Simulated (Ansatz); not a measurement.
A search over several starts for the lowest SCF solution of [RuNF4]- (RuNF₄⁻) at the given spin, in a small basis.

```yaml
crystal:
  periodic: [false, false, false]
  atoms:
    - {symbol: Ru, position_ang: [0.000195, -0.000490, 0.119912]}
    - {symbol: N, position_ang: [0.003127, -0.006473, 1.703990]}
    - {symbol: F, position_ang: [1.828947, 0.013762, -0.459102]}
    - {symbol: F, position_ang: [-0.012743, 1.831522, -0.448749]}
    - {symbol: F, position_ang: [-1.830566, -0.010340, -0.452875]}
    - {symbol: F, position_ang: [0.011040, -1.827991, -0.463177]}
basis:
  gaussian: {orbitals: def2-SVP, initial_orbitals: start.molden}
total_charge: -1
hamiltonian: {xc: pbe0, dispersion: d4}
output: {orbitals: {seedname: orbitals}}
```

The file start.molden holds the orbitals of an earlier run on this structure, at another level or in another basis.

```sh
$ ansatz run in.yaml --threads 4 --pin off --events-out ev --progress --plain --max-ram 3916MiB
```

Shortened log:

```
Functional definition: PBE0
  name "PBE0"
  cite "Adamo & Barone, J. Chem. Phys. 110, 6158 (1999) doi:10.1063/1.478522"
  cite "Perdew, Burke & Ernzerhof, Phys. Rev. Lett. 77, 3865 (1996) doi:10.1103/PhysRevLett.77.3865"
  parent pbe
  parameter a = 0.25
  parameter kappa = 0.804
  parameter beta = 0.06672455060314922
  exchange = (1 - a)*pbe_x(kappa = kappa, mu = beta*pi^2/3) + a*exact_x
  correlation = pbe_c(beta = beta)
982 factors; integrals over basis functions are off by at most 1.1e-3 eV
mean field evaluation 1: about -14920.3621 eV, gradient 1.3e1 eV
mean field evaluation 2: about -14920.6120 eV, gradient 2.5e-1 eV
mean field evaluation 4: about -14920.8424 eV, gradient 1.8e-3 eV
mean field evaluation 8: about -14908.6982 eV, gradient 8.2e1 eV
mean field evaluation 16: about -14920.8421 eV, gradient 3.5e-1 eV
mean field -14920.84239356 eV, -548.3308442530 hartree, gradient 2.2e-5 eV, S^2 0.000000; 1 other end points of the search recorded, 0 dependent functions left out
reference -14920.84244220 eV, -548.3308460404 hartree; 30, 30 occupied and 71, 71 virtual orbitals, 982 factors
Total energy: -14920.97597742 eV, -548.3357533695 hartree
```

It took 1.6 s on 4 threads of Arm Neoverse V2 on a shared host.

In the def2 sets Ru takes a core potential; there is no spin–orbit coupling.
